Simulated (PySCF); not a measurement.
# Zinc: a sound run and one with changed settings

Sound run: Zn⁺ [Ar] 3d10 4s1, Zn²⁺ [Ar] 3d10. All numbers are calculated (PySCF 2.14, no relativity, point nucleus, in def2-TZVP (6s5p4d1f, 48 functions)). In the sound run the correlated levels freeze [Ar]. The sound run starts from symmetry-adapted Hartree-Fock orbitals and uses a fine grid where one is needed.

Changed run: initial guess minao, at most 50 SCF cycles.

```
species   method  sound run (hartree)  changed run (hartree)  converged
    Zn⁺      UHF          -1777.52644            -1777.52644        yes
    Zn⁺     MN15          -1779.34575            -1779.34575        yes
    Zn⁺  CCSD(T)          -1777.86219            -1777.86219        yes
   Zn²⁺   r2SCAN          -1778.36691            -1778.36691        yes
   Zn²⁺      MP2          -1777.25584            -1777.25584        yes
```

Here the plain start reaches the same solutions.
